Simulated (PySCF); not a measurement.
# B4H7N3O3

The system: B4H7N3O3, a molecule; neutral, singlet. The structure, one conformer, was relaxed in the gas phase by PBE0-D3(BJ)/def2-SVP. No frequency run checks that it is a minimum.

SMILES: OB(O)OB1NBNBN1

```xyz
17

N    -0.915    0.354   -0.175
B    -1.578    1.406    0.514
N    -0.849    2.102    1.528
B     0.500    1.776    1.860
N     1.117    0.715    1.139
B     0.434   -0.015    0.116
O     1.111   -1.033   -0.535
B     0.708   -1.864   -1.538
O     1.566   -2.805   -2.026
O    -0.548   -1.774   -2.068
H    -1.395   -0.163   -0.903
H    -2.722    1.705    0.253
H    -1.307    2.853    2.027
H     1.098    2.379    2.721
H     2.072    0.458    1.351
H     2.416   -2.773   -1.575
H    -0.684   -2.425   -2.763
```
(Å; atoms numbered from 1)

Shieldings: GIAO PBE0/pcSseg-1. Shifts are against computed references at the same level: H TMS (σ 31.27 ppm). Core levels by delta-SCF with SCAN, pcX-2 on the ionised atom and pcseg-1 elsewhere, spin-free X2C; from the vacuum level, for chosen atoms.

**Question.** Give the NMR and core-level values of the distinct atoms.

**Answer.** 
```csv
atoms,bonded to,σ (ppm),δ (ppm),core level (eV)
N1,2 B + 1 H,138.6,-,1s 404.30
B2,2 N + 1 H,72.3,-,1s 195.57
N3,2 B + 1 H,124.7,-,-
B4,2 N + 1 H,72.2,-,-
N5,2 B + 1 H,138.8,-,1s 404.45
B6,2 N + 1 O,78.9,-,1s 196.76
O7,2 B,210.5,-,1s 538.45
B8,3 O,82.2,-,-
O9,1 B + 1 H,244.3,-,-
O10,1 B + 1 H,250.8,-,-
H11,1 N,24.90,6.37,-
H12,1 B,26.53,4.74,-
H13,1 N,25.96,5.31,-
H14,1 B,26.55,4.72,-
H15,1 N,26.61,4.66,-
H16,1 O,28.16,3.11,-
H17,1 O,27.95,3.32,-
```

Values are those of this one static structure; atoms that internal rotation interchanges would show their mean in an NMR spectrum.

The core-hole state of B2 is spin-contaminated (⟨S²⟩ 0.81 against 0.75 for a pure doublet), so that value and differences from it are less sure.

**Question.** By CAM-B3LYP/def2-SVPD (TDDFT singlets, Tamm-Dancoff triplets, ionisation by delta-SCF), where does absorption start, and what does vertical ionisation take?

**Answer.** The lowest singlet lies at 6.99 eV (f 0.021), the strongest of the first 6 at 7.94 eV (f 0.106), the lowest triplet at 6.49 eV; vertical ionisation takes 9.88 eV.

The 3 runs behind this took 6.9 min in all, one thread each of Arm Neoverse V2 on a shared host, launched as `OMP_NUM_THREADS=1 python cluster_run.py task.json out`.
